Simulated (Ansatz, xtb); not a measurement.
Ranking isomers of C6H6FO+

4 gas-phase structures of C6H6FO+, from a drawn sample of its isomers (lower ones may exist). Each was relaxed with GFN2-xTB:

A. `F[C+]1C=COC=CC1`, a singlet
B. `Cc1ccc(F)[o+]c1`, a singlet
C. `Cc1cc[o+]cc1F`, a singlet
D. `[O+]#CC(CF)=C1CC1`, a singlet

Problem. Make a reasoned guess at their ranking by r2SCAN-D4/def2-SVP single-point energy.

Solution. Calculated order at r2SCAN-D4/def2-SVP: B (0.0), C (2.8), A (29.3), D (54.2) kcal/mol.

Energies above the lowest of each column, in kcal/mol; the last columns are at B3LYP/def2-SVP geometries and were run for some of them only (a dash: not run or not comparable):

```
structure  GFN2-xTB  HF/STO-3G  r2SCAN-D4/def2-SVP  B3LYP/def2-SVP  CCSD(T)/def2-SVP + ΔMP2/def2-TZVPP
        B       1.2        0.0                 0.0             0.0                                 0.0
        C       0.0        6.0                 2.8             2.8                                 3.3
        A      25.1       40.6                29.3            28.2                                28.8
        D      52.3       77.2                54.2               –                                   –
```

CCSD(T)/def2-SVP + ΔMP2/def2-TZVPP puts B lowest of those it was run on; GFN2-xTB picks C. Flexible structures stand in one conformer each, not always the lowest. Frequencies (GFN2-xTB) were run for A, B, C alone. ΔMP2 is the change of the MP2 energy from the smaller to the larger basis.

Over these structures GFN2-xTB departs from r2SCAN-D4/def2-SVP by 1.6 kcal/mol on average once a common shift is removed. A GFN2-xTB relaxation took about 0.12 s and the r2SCAN-D4/def2-SVP energy about 2 s on a shared host (Ansatz 0.2.0, xtb 6.7.1).
